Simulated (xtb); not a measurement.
C₆H₈N (SMILES [NH3+]c1ccccc1), charge +1, singlet, geometry from GFN2-xTB, atoms displaced at random by about 0.02 Å a coordinate; GFN1-xTB in xtb.

The xtb input:
```
$ xtb mol.xyz --gfn 1 --chrg 1 --opt sloppy --json

# file mol.xyz
15

N     -2.29512091    -0.14379365     0.27757878
C     -0.82128706    -0.06808728     0.10977165
C     -0.15517066    -1.14768639    -0.44944146
C      1.23296914    -1.06719147    -0.60098266
C      1.88196426     0.14059547    -0.23510637
C      1.19151419     1.13329050     0.33735317
C     -0.14101983     1.08543235     0.50429516
H     -2.78711759     0.26597866    -0.60280730
H     -2.62928793    -1.13003987     0.41538567
H     -2.57107374     0.43776931     1.05070182
H     -0.69321971    -2.01187127    -0.74966556
H      1.80391442    -1.84393804    -1.06596008
H      3.00047673     0.15554557    -0.36951017
H      1.74561491     2.04166305     0.65043128
H     -0.71423675     1.92343045     0.93637373
```

Q: Write the output that xtb gives for this input, abridged.

A: 
```
   ID    Z sym.   atoms
    1    7 N      1
    2    6 C      2-7
    3    1 H      8-15

           -------------------------------------------------
          |                Calculation Setup                |
           -------------------------------------------------

           -------------------------------------------------
          |                 G F N 1 - x T B                 |
           -------------------------------------------------

          ...................................................
          :                      SETUP                      :
          :.................................................:
          :  # basis functions                  44          :
          :  # atomic orbitals                  44          :
          :  # shells                           30          :
          :  # electrons                        36          :
          :  # halogen bonds                     0          :
          :  max. iterations                   250          :
          :  Hamiltonian                  GFN1-xTB          :
          :  restarted?                      false          :
          :  GBSA solvation                  false          :
          :  PC potential                    false          :
          :  electronic temp.          300.0000000     K    :
          :  accuracy                    1.0000000          :
          :  -> integral cutoff          0.2500000E+02      :
          :  -> integral neglect         0.1000000E-07      :
          :  -> SCF convergence          0.1000000E-05 Eh   :
          :  -> wf. convergence          0.2000000E-04 e    :
          :  Broyden damping             0.4000000          :
          :  net charge                          1          :
          :  unpaired electrons                  0          :
          ...................................................

 iter      E             dE          RMSdq      gap      omega  full diag
   1    -19.9953680 -0.199954E+02  0.881E+00    4.49       0.0  T
   2    -20.0568502 -0.614822E-01  0.524E+00    4.51       1.0  T
   3    -20.0537302  0.312004E-02  0.105E+00    4.60       1.0  T
   4    -20.0617140 -0.798379E-02  0.216E-01    4.53       1.0  T
   5    -20.0621893 -0.475305E-03  0.361E-02    4.55       1.0  T
   6    -20.0622031 -0.137857E-04  0.123E-02    4.54       2.1  T
   7    -20.0622038 -0.696200E-06  0.163E-03    4.54      15.8  T
   8    -20.0622038 -0.189701E-07  0.363E-04    4.54      71.2  T
   9    -20.0622038 -0.141594E-08  0.867E-05    4.54     297.7  T
  10    -20.0622038 -0.518980E-10  0.227E-05    4.54    1136.4  T

   *** convergence criteria satisfied after 10 iterations ***

         :::::::::::::::::::::::::::::::::::::::::::::::::::::
         ::                     SUMMARY                     ::
         :::::::::::::::::::::::::::::::::::::::::::::::::::::
         :: total energy             -19.729597955708 Eh    ::
         :: gradient norm              0.145512139320 Eh/a0 ::
         :: HOMO-LUMO gap              4.544543082934 eV    ::
         ::.................................................::
         :: SCC energy               -20.062203784027 Eh    ::
         :: -> electrostatic           0.115568728152 Eh    ::
         :: repulsion energy           0.338925888379 Eh    ::
         :: dispersion energy         -0.006320060061 Eh    ::
         :: halogen bond corr.         0.000000000000 Eh    ::
         :: add. restraining           0.000000000000 Eh    ::
         :: total charge               1.000000000000 e     ::
         :::::::::::::::::::::::::::::::::::::::::::::::::::::

      -----------------------------------------------------------
     |                   =====================                   |
     |                        A N C O P T                        |
     |                   =====================                   |
     |               Approximate Normal Coordinate               |
[...]
 * total energy  :   -19.7295980 Eh     change       -0.4746425E-11 Eh
 * total energy  :   -19.7407321 Eh     change       -0.1113413E-01 Eh
 * total energy  :   -19.7419244 Eh     change       -0.1192278E-02 Eh
 * total energy  :   -19.7420129 Eh     change       -0.8857844E-04 Eh
   *** GEOMETRY OPTIMIZATION CONVERGED AFTER 4 ITERATIONS ***
         :: total energy             -19.742012944388 Eh    ::
[...]
        20                         -0.4313312             -11.7371
        21                         -0.3895813             -10.6010
        22                         -0.3186351              -8.6705
        23                         -0.3119665              -8.4890
        24                         -0.3070407              -8.3550
        25                         -0.2568091              -6.9881
        26                         -0.2547700              -6.9326
        27                         -0.2413981              -6.5688
        28                         -0.2301793              -6.2635
        29                         -0.2131369              -5.7998
       ...                                ...                  ...
        44                          0.5078906              13.8204
      -------------------------------------------------------------
                  HL-Gap            0.1728358 Eh            4.7031 eV
             Fermi-level           -0.5236786 Eh          -14.2500 eV

  Mulliken/CM5 charges         n(s)   n(p)   n(d)
     1N    -0.22423 -0.83308   1.452  3.772  0.000
     2C     0.07725  0.10956   1.056  2.866  0.000
     3C    -0.03781 -0.08752   1.060  2.978  0.000
     4C     0.00800 -0.04758   1.064  2.928  0.000
     5C     0.00297 -0.05296   1.070  2.927  0.000
     6C     0.00809 -0.04750   1.064  2.928  0.000
     7C    -0.03826 -0.08813   1.060  2.978  0.000
     8H     0.28702  0.47255   0.713  0.000  0.000
     9H     0.28478  0.47103   0.715  0.000  0.000
    10H     0.28453  0.47038   0.715  0.000  0.000
    11H     0.06002  0.11866   0.940  0.000  0.000
    12H     0.07550  0.13146   0.924  0.000  0.000
    13H     0.07670  0.13281   0.923  0.000  0.000
    14H     0.07541  0.13146   0.925  0.000  0.000
    15H     0.06003  0.11886   0.940  0.000  0.000

Wiberg/Mayer (AO) data.
largest (>0.10) Wiberg bond orders for each atom

 ---------------------------------------------------------------------------
     #   Z sym  total        # sym  WBO       # sym  WBO       # sym  WBO
 ---------------------------------------------------------------------------
     1   7 N    3.591 --    10 H    0.901     9 H    0.901     8 H    0.898
                             2 C    0.859
     2   6 C    3.852 --     7 C    1.421     3 C    1.418     1 N    0.859
                             5 C    0.107
     3   6 C    3.989 --     4 C    1.437     2 C    1.418    11 H    0.967
                             6 C    0.110
     4   6 C    3.988 --     5 C    1.438     3 C    1.437    12 H    0.968
                             7 C    0.110
     5   6 C    3.988 --     6 C    1.443     4 C    1.438    13 H    0.968
                             2 C    0.107
     6   6 C    3.988 --     5 C    1.443     7 C    1.433    14 H    0.968
                             3 C    0.110
     7   6 C    3.989 --     6 C    1.433     2 C    1.421    15 H    0.967
                             4 C    0.110
     8   1 H    0.926 --     1 N    0.898
     9   1 H    0.927 --     1 N    0.901
    10   1 H    0.927 --     1 N    0.901
    11   1 H    0.994 --     3 C    0.967
    12   1 H    0.995 --     4 C    0.968
    13   1 H    0.995 --     5 C    0.968
    14   1 H    0.995 --     6 C    0.968
    15   1 H    0.994 --     7 C    0.967
 ---------------------------------------------------------------------------

Topologies differ in total number of bonds
Writing topology from bond orders to xtbtopo.mol

 dipole moment from electron density (au)
     X       Y       Z
  -3.1385  -0.1789   0.3425  total (Debye):    8.037

optimized geometry written to: xtbopt.xyz

           -------------------------------------------------
          | TOTAL ENERGY              -19.742012944388 Eh   |
          | GRADIENT NORM               0.003994048598 Eh/α |
          | HOMO-LUMO GAP               4.703100968656 eV   |
           -------------------------------------------------

normal termination of xtb
```
